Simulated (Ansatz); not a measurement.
Two isomers of C2H5AlFNO: A = `C[N]1C[O][Al]1[F]`, B = `[CH3][Al]1[NH]C(F)[O]1`.

Calculated with Ansatz (gas phase, PBE0-D4/def2-TZVP geometries, no zero-point term in ΔE). CCSD(T)/CBS adds triple-zeta CCSD(T) − MP2 to the extrapolated MP2 energy (def2 sets, frozen cores). DFT in def2-TZVPP.

(1) Which isomer does CCSD(T)/CBS put lower? Give the gap. (Best estimate.)

(2) Give E(B) − E(A) in kJ/mol with PBE-D4, HF/def2-TZVPP, MP2/def2-TZVPP, B2PLYP, r2SCAN-D4, PBE0-D4, ωB97M-V. (Best estimate.)

Largest T1 diagnostic: 0.013.

## Answers

(1) The calculation gave: A, by 111.7 kJ/mol.

(2) Ansatz gave: PBE-D4 96.7, HF/def2-TZVPP 109.3, MP2/def2-TZVPP 119.4, B2PLYP 111.1, r2SCAN-D4 99.1, PBE0-D4 98.6, ωB97M-V 98.7. None reverses the order clearly.
